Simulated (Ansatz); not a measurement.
Geometry optimisation, RKS BHLYP-D4/STO-3G in Ansatz.

Input file:

```yaml
crystal:
  periodic: [false, false, false]
  atoms:
    - { symbol: "N", position_ang: [0.2124, -3.018, -0.1189] }
    - { symbol: C, position_ang: [0.5516, -1.7967, -0.4814] }
    - { symbol: C, position_ang: [-0.1423, -0.5289, -0.0727] }
    - { symbol: O, position_ang: [-1.3439, -0.5739, 0.364] }
    - { symbol: C, position_ang: [0.5783, 0.6075, -0.1632] }
    - { symbol: Si, position_ang: [-0.0182, 2.303, 0.2897] }
    - { symbol: H, position_ang: [-0.5753, -2.9239, 0.5508] }
    - { symbol: H, position_ang: [1.4744, -1.6739, -1.144] }
    - { symbol: H, position_ang: [-1.8016, -1.3785, 0.0326] }
    - { symbol: H, position_ang: [1.6047, 0.6187, -0.472] }
    - { symbol: H, position_ang: [-0.3343, 2.3823, 1.761] }
    - { symbol: H, position_ang: [1.0751, 3.2719, -0.0014] }
    - { symbol: H, position_ang: [-1.2604, 2.6756, -0.5298] }
basis:
  gaussian: { orbitals: STO-3G }
hamiltonian:
  xc: { name: BHLYP }
  dispersion: d4
relax:
  f_tol: 0.02
  max_steps: 40
scf:
  lower_state_search: "off"
```

Run as:

```bash
$ ansatz run input.yaml --threads 1 --pin off --max-ram 2048MiB --backend cpu --events-out ev --progress --plain --runs-dir out
```

Where does it end, and by what steps?

The run converged. The force dipped under the threshold on the way, but the program's further checks kept it going. Limits of this set-up: minimal basis. After 25 steps the energy has fallen by 0.900 eV; H7 moved furthest, 0.53 Å.

```csv
step,energy less start (eV),largest force component (eV/Å),accepted
0,0.0000,7.838,yes
1,-0.7141,2.136,yes
2,-0.6413,2.500,no
3,-0.8555,0.966,yes
4,-0.8304,0.888,no
5,-0.8928,0.215,yes
6,-0.8962,0.086,yes
7,-0.8977,0.052,yes
8,-0.8983,0.038,yes
9,-0.8987,0.036,yes
10,-0.8989,0.030,yes
11,-0.8989,0.060,no
12,-0.8992,0.017,yes
13,-0.8993,0.031,yes
14,-0.8994,0.022,yes
15,-0.8995,0.032,yes
16,-0.8997,0.075,yes
17,-0.8998,0.077,yes
18,-0.8998,0.062,yes
19,-0.8999,0.050,yes
20,-0.9000,0.042,yes
21,-0.9000,0.012,yes
22,-0.9001,0.015,yes
23,-0.9001,0.037,yes
24,-0.9001,0.025,yes
25,-0.9002,0.013,yes
```

```xyz
13
Properties=species:S:1:pos:R:3
N 0.094 -3.007 -0.304
C 0.598 -1.817 -0.419
C -0.007 -0.484 -0.053
O -1.314 -0.435 0.460
C 0.671 0.662 -0.191
Si -0.056 2.298 0.260
H -0.881 -2.917 0.118
H 1.608 -1.740 -0.839
H -1.645 -1.387 0.427
H 1.683 0.591 -0.580
H -0.337 2.349 1.664
H 0.878 3.333 -0.066
H -1.271 2.519 -0.465
```

Time of the run: 42 s on 1 thread of Intel(R) Xeon(R) 6975P-C (Granite Rapids), on a shared host, peak memory 0.16 GiB.
